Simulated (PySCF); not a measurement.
**Relaxation of doublet AsH2**

All numbers come from UPBE0 in PySCF with As def2-TZVP, H def2-TZVP; no relativity; density-fitted integrals. A (50,194) grid was used.

A hand-made bent start, of C2v symmetry, held to at least that symmetry:

Coordinates in bohr (charge 0 multiplicity 2):
```
As    0.0000    0.0000   -0.0434
H     2.3684    0.0000    1.6150
H    -2.3684    0.0000    1.6150
```

At each step, columns x, y, z (Å) and Fx, Fy, Fz (eV/Å):

```
step 0  E − E(last) = 22.60 kJ/mol
As   0.000   0.000  -0.023   0.000   0.000  -1.334
H    1.253   0.000   0.855  -0.599   0.000   0.667
H   -1.253   0.000   0.855   0.599   0.000   0.667
step 1  E − E(last) = 1.12 kJ/mol
As   0.000   0.000  -0.158   0.000   0.000   0.508
H    1.113   0.000   0.922  -0.344   0.000  -0.254
H   -1.113   0.000   0.922   0.344   0.000  -0.254
step 2  E − E(last) = 0.13 kJ/mol
As   0.000   0.000  -0.153   0.000   0.000   0.150
H    1.097   0.000   0.920  -0.123   0.000  -0.075
H   -1.097   0.000   0.920   0.123   0.000  -0.075
step 3  E − E(last) = 0.00 kJ/mol
As   0.000   0.000  -0.153   0.000   0.000  -0.010
H    1.086   0.000   0.920   0.006   0.000   0.005
H   -1.086   0.000   0.920  -0.006   0.000   0.005
step 4  E − E(last) = 0.00 kJ/mol
As   0.000   0.000  -0.153   0.000   0.000   0.001
H    1.086   0.000   0.920   0.000   0.000   0.000
H   -1.086   0.000   0.920   0.000   0.000   0.000
```

It ends at C2v with As–H 1.526 Å (×2); H–As–H 90.7°. A frequency run shows a minimum. Other isomers or separated fragments may lie lower.

The relaxation took 2.9 s on 2 threads of a shared Arm Neoverse V2 host, with 60 basis functions and 5 gradients; the process peaked at 0.39 GiB. Launch command: `OMP_NUM_THREADS=2 python axn.py task.json out`.
